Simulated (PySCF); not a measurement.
Level of theory: PBE-D3(BJ)/def2-SVP // B3LYP-D3(BJ)/def2-SVP run with PySCF. Gas-phase values, no solvent. 

Reference species (SMILES): `Fc1ccc(F)cc1` (neutral, multiplicity 1).

```yaml
HOMO: -5.89 eV
HOMO–LUMO gap: 4.31 eV
LUMO: -1.58 eV
```

Changed species: `c1cc(C(F)(F)F)ccc1C(F)(F)F` (X = trifluoromethyl; the reference has X = fluoro).

Question: What does the change do to the HOMO, HOMO–LUMO gap and LUMO?

Answer: the HOMO decreases by 1.26 eV, to -7.15 eV; the HOMO–LUMO gap rises by 0.48 eV, to 4.79 eV; the LUMO falls by 0.78 eV, to -2.36 eV.
